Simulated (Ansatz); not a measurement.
`BP[SiH](C)F` + H₂ → `C[SiH](F)P` + BH₃ at 600 K and 1 bar (hydrogenolysis of a P–B bond).

Program: Ansatz. Geometries: PBE0-D4/def2-TZVP. ΔE: electronic, gas phase. CCSD(T)/CBS is the MP2 limit (def2-TZVPP, def2-QZVPP) plus CCSD(T) − MP2 in def2-TZVPP, frozen cores. This one scheme is used for every species. Each species was taken in one conformer, which may not be the lowest.

```csv
species,CCSD(T)/CBS energy (Eh),H − E (kJ/mol),S (J/(mol·K))
`BP[SiH](C)F`,-796.94025,281.8,483.7
H₂,-1.17544,43.9,150.8
`C[SiH](F)P`,-771.55123,233.9,429.2
BH₃,-26.55200,91.5,217.3
```

H − E and S are ideal-gas, rigid-rotor, harmonic terms from PBE0-D4/def2-TZVP, for one conformer and one mirror image of each species. The MP2-based limit puts H₂ 0.8 mEh under its directly extrapolated value; such offsets cancel only in part. 1 Eh = 2625.50 kJ/mol, R = 8.31446 J/(mol·K).

Problem. By hand: ΔE, ΔH, ΔS and ΔG.

Solution. ΔE = (-771.55123) + (-26.55200) − (-796.94025) − (-1.17544) = 0.01246 Eh = 32.7 kJ/mol. Δ(H − E) = 233.9 + 91.5 − 281.8 − 43.9 = -0.3, so ΔH = 32.4 kJ/mol. ΔS = 429.2 + 217.3 − 483.7 − 150.8 = 12.0 J/(mol·K). ΔG = 32.4 − 600 × (12.0)/1000 = 25.2 kJ/mol.

Problem. By hand: the equilibrium constant, and the temperature at which ΔG would vanish if ΔH and ΔS stayed fixed.

Solution. log₁₀ K = −ΔG/(RT ln 10) = -2.2. ΔG = 0 at ΔH/ΔS = 2700 K, far beyond where these terms or the molecules hold.

The number of gas molecules stays the same, so ΔS is small and ΔH decides. A doubt of 5 kJ/mol in ΔE shifts log₁₀ K by 0.4 here. Other conformers and mirror images would add mixing entropy, several J/(mol·K) or more a flexible species. Modes under 60 cm⁻¹, often nearly free rotors, make the harmonic entropy too high. These are equilibria of isolated gas molecules and say nothing of rates. Largest T1 diagnostic: 0.015 (customary marks: 0.02 for closed shells, 0.045 for open ones).
